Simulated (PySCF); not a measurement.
Compound: Si(vinyl)3Ph, C12H14Si.
Structure used (PBE0-D3(BJ)/def2-SVP), in Å, numbered top down from 1:
```xyz
27
C12H14Si angstrom
Si     0.584    0.845    0.507
C      0.612    0.788    2.382
C      0.290   -0.281    3.120
H      0.944    1.693    2.911
H     -0.046   -1.217    2.660
H      0.346   -0.272    4.215
C      2.353    0.880   -0.117
C      2.799    1.731   -1.048
H      3.066    0.160    0.310
H      2.135    2.472   -1.510
H      3.839    1.729   -1.395
C     -0.291    2.405   -0.056
C     -1.260    2.427   -0.979
H      0.015    3.361    0.392
H     -1.612    1.508   -1.461
H     -1.748    3.357   -1.292
C     -0.307   -0.666   -0.173
C     -1.605   -0.985    0.259
C     -2.284   -2.088   -0.255
C     -1.674   -2.896   -1.215
C     -0.388   -2.594   -1.660
C      0.286   -1.488   -1.143
H     -2.095   -0.359    1.011
H     -3.294   -2.319    0.093
H     -2.204   -3.762   -1.619
H      0.092   -3.222   -2.414
H      1.292   -1.255   -1.504
```

Theory: PBE0-D3(BJ)/def2-SVP geometry optimisation, gas phase in PySCF.

Take the most abundant isotopes and a rigid rotor. The values belong to one conformer.

**Question.** What are A, B and C (cm⁻¹)?

**Answer.** Ia = 547.07, Ib = 968.79, Ic = 1052.87 u·Å²; 505379 MHz·u·Å²/I gives 923.8, 521.7 and 480.0 MHz, that is A = 0.03081, B = 0.01740, C = 0.01601 cm⁻¹.

**Question.** What kind of rotor is it?

**Answer.** An asymmetric top; Ray's κ = -0.812.

**Question.** What does the inertial defect say?

**Answer.** Not planar: Δ = Ic − Ia − Ib = -463.00 u·Å². For a rigid frame Δ = −2 Σ m c², so Σ m c² = 231.50 u·Å² lies off the ab plane: 41.90 from hydrogen and 189.59 from heavier atoms. The atom farthest from that plane is 3.61 Å away.

**Question.** Give the other two planar moments, Paa and Pbb, and the rms extents of the mass along the axes.

**Answer.** Paa = Σ m a² = (Ib + Ic − Ia)/2 = 737.30 and Pbb = Σ m b² = (Ia + Ic − Ib)/2 = 315.57 u·Å². With the mass M = 186.09 u, the rms extents √(P/M) along a, b and c are 1.99, 1.30, 1.12 Å.

**Question.** Where do the levels up to J = 4 lie, in cm⁻¹?

**Answer.** Above 0(0,0):
J = 1: 1(0,1) 0.0334, 1(1,1) 0.0468, 1(1,0) 0.0482
J = 2: 2(0,2) 0.1001, 2(1,2) 0.1123, 2(1,1) 0.1164, 2(2,1) 0.1567, 2(2,0) 0.1568
J = 3: 3(0,3) 0.2000, 3(1,3) 0.2103, 3(1,2) 0.2187, 3(2,2) 0.2569, 3(2,1) 0.2574, 3(3,1) 0.3275, 3(3,0) 0.3275
J = 4: 4(0,4) 0.3326, 4(1,4) 0.3410, 4(1,3) 0.3549, 4(2,3) 0.3905, 4(2,2) 0.3920, 4(3,2) 0.4613, 4(3,1) 0.4614, 4(4,1) 0.5599, 4(4,0) 0.5599
The levels of one J sum to (2J + 1)J(J + 1)(A + B + C)/3.

**Question.** Which lines would a microwave search look for?

**Answer.** The dipole components are |μa| = 0.21 D, |μb| = 0.14 D, |μc| = 0.08 D. The squared components, which scale the intensities, stand as 1.00 : 0.45 : 0.15 (a : b : c). Some lines, for components of 0.1 D or more:

```tsv
type	branch	J(Ka,Kc)	MHz	lower level (cm⁻¹)
b	Q	2(1,1) ← 2(0,2)	489	0.100
a	R	1(0,1) ← 0(0,0)	1002	0.000
b	Q	3(2,1) ← 3(1,2)	1161	0.219
b	Q	3(2,2) ← 3(1,3)	1396	0.210
a	R	2(1,2) ← 1(1,1)	1962	0.047
a	R	2(0,2) ← 1(0,1)	2000	0.033
a	R	2(1,1) ← 1(1,0)	2045	0.048
b	Q	3(3,0) ← 3(2,1)	2102	0.257
b	R	2(1,2) ← 1(0,1)	2364	0.033
b	R	3(0,3) ← 2(1,2)	2629	0.112
a	R	3(2,2) ← 2(2,1)	3005	0.157
a	R	3(2,1) ← 2(2,0)	3017	0.157
b	R	2(2,1) ← 1(1,0)	3251	0.048
b	R	2(2,0) ← 1(1,1)	3296	0.047
b	R	3(1,3) ← 2(0,2)	3304	0.100
b	R	3(2,1) ← 2(1,2)	4352	0.112
```

Not checked by PBE0-D3(BJ)/def2-SVP frequencies. No vibrational averaging or centrifugal distortion is included, and the geometry carries the error of its method.
